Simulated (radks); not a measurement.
The numbers below are computed, except where a source is named.
Task: Species: Lu2+. Configuration: [Xe] 4f14 7p1 (not the ground configuration). Level of theory: Dirac Kohn-Sham, BLYP, spin-unpolarised, spherical densities, finite nucleus; open shells are shared between the two j in proportion to 2j + 1; Fermi nuclear charge, rms radius 5.37 fm (a radial shooting solver on a logarithmic mesh with Libxc functionals). Some entries of the table are withheld. Estimate them.

orbital      occ.  eigenvalue (eV)  r(max) (bohr)
1s1/2           2              (1)        0.01213
2s1/2           2        -10765.52        0.06950
2p1/2           2        -10278.54        0.05192
2p3/2           4        -9160.683        0.05844
3s1/2           2        -2456.158         0.1960
3p1/2           2        -2240.276         0.1838
3p3/2           4        -2001.862         0.1973
3d3/2           4        -1634.618            (2)
3d5/2           6        -1582.556            (3)
4s1/2           2        -506.1449         0.4465
4p1/2           2        -418.1897            (4)
4p3/2           4        -363.9192            (5)
4d3/2           4        -219.1566         0.4757
4d5/2           6        -209.2524         0.4850
5s1/2           2         -82.7411          1.043
5p1/2           2         -58.2449          1.131
5p3/2           4         -51.1791          1.219
4f5/2           6         -32.1973         0.4658
4f7/2           8         -30.6689         0.4712
7p1/2    0.333333          -7.5690          6.697
7p3/2    0.666667          -7.2591          6.911

Result: 
(1) 1s1/2 eigenvalue (eV): -63172.28
(2) 3d3/2 r(max) (bohr): 0.1551
(3) 3d5/2 r(max) (bohr): 0.1589
(4) 4p1/2 r(max) (bohr): 0.4474
(5) 4p3/2 r(max) (bohr): 0.4761
